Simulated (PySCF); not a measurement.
Orbital picture of In2

M06-L at R = 3.049 Å; basis In def2-TZVPP with ECP28; scalar-relativistic core potentials; PySCF 2.14. State: ³Πu (triplet), unpaired electrons σ ↑, π ↑. Only the outer orbitals are listed.

| spin | orbital | occ. | ε (eV) | main shells (%) |
| --- | --- | --- | --- | --- |
| α | σg | 1 | -9.46 | 93 s |
| α | σu | 1 | -7.37 | 93 s |
| α | σg | 1 | -3.42 | 93 p |
| α | πu | 1 | -3.28 | 97 p |
| α | πu | 0 | -2.96 | 98 p |
| α | πg | 0 | -1.58 | 97 p |
| α | πg | 0 | -1.43 | 96 p |
| β | σg | 1 | -8.66 | 96 s |
| β | σu | 1 | -6.85 | 98 s |
| β | πu | 0 | -2.84 | 98 p |
| β | πu | 0 | -2.72 | 98 p |
| β | σg | 0 | -2.55 | 96 p |

**Question.** Which are the highest filled and the lowest empty level, where do they sit, and how wide is the gap?

**Answer.** Highest filled α πu at -3.28 eV (in %: 97 p); lowest empty α πu at -2.96 eV (in %: 98 p); the gap at M06-L is 0.32 eV. Both belong to one degenerate shell, split only by its one-sided filling, so this is no excitation gap.

| Item | Value |
| --- | --- |
| bond order (Mayer) | 1.07 |
| ⟨S²⟩ | 2.003 |

Spin–orbit coupling is left out. The state is the lowest determinant that a PBE0 search found; another state may lie lower at other levels.
